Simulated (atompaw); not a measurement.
**What the settings do to the PAW (atompaw) potential of Sm (Z = 62)**

Base potential:

- Element: Sm (Z = 62)
- Generator: atompaw 4.2.0.5
- Type: PAW
- Functional: PBE
- Relativity: scalar-relativistic
- Frozen core: [Xe]
- Valence charge: 8
- Reference configuration: 4f5 5d1 6s2 6p0
- Partial waves: 6s (bound); 6s channel at 0.95 Ry; 6p (bound, empty); 6p channel at 4.55 Ry; 5d (bound); 5d channel at 1.1 Ry; 4f (bound); 4f channel at 0.2 Ry
- Local potential: bessel scheme, radius 2.90 bohr
- Core correction: smooth core density matched at 2.15 bohr
- Augmentation charge: besselshape compensation charge, radius 2.45 bohr; PAW radius 3.00 bohr; waves and projectors: bloechl

Cutoffs, loose and tight: the cutoffs (Ry, on a coarse ladder) from which the occupation-weighted sum of valence levels, in a spherical-Bessel basis at the reference potential, stays within 10 and 1 mRy of its value at 400 Ry. They see the waves, projectors and local potential, not the compensation charge or the core. A dash means not determined.

A true bound ghost makes a file unfit for plane-wave use even where its test errors are small: the radial tests pick states by their node count and pass the ghost by.

| change | outcome | cutoff, loose | cutoff, tight | bound ghosts |
| --- | --- | --- | --- | --- |
| base | generated | 30 Ry | 35 Ry | s |
| local potential bessel scheme, radius 1.90 bohr | generated | 30 Ry | 35 Ry | s |
| local potential bessel scheme, radius 2.08 bohr | generated | 25 Ry | 35 Ry | s |
| local potential bessel scheme, radius 2.38 bohr | generated | 25 Ry | 35 Ry | s |
| local potential bessel scheme, radius 2.66 bohr | generated | 25 Ry | 35 Ry | s |
| local potential bessel scheme, radius 2.88 bohr | generated | 30 Ry | 35 Ry | s |

**Question.** What comes out with this change to the base: local potential bessel scheme, radius 1.50 bohr?

**Answer.** outcome: generated; cutoff, loose: 35 Ry; cutoff, tight: 45 Ry; bound ghosts: s, p.

**Question.** What comes out with this change to the base: local potential bessel scheme, radius 1.36 bohr?

**Answer.** outcome: generated; cutoff, loose: 40 Ry; cutoff, tight: 45 Ry; bound ghosts: s, p.

Reading the sweep of the r_vloc (base included, trends over the rows without a ghost): Bound ghosts are found at 1.36, 1.5, 1.9, 2.08, 2.38, 2.66, 2.88, 2.9 bohr. Every judged row has one, so this setting neither creates nor removes them.
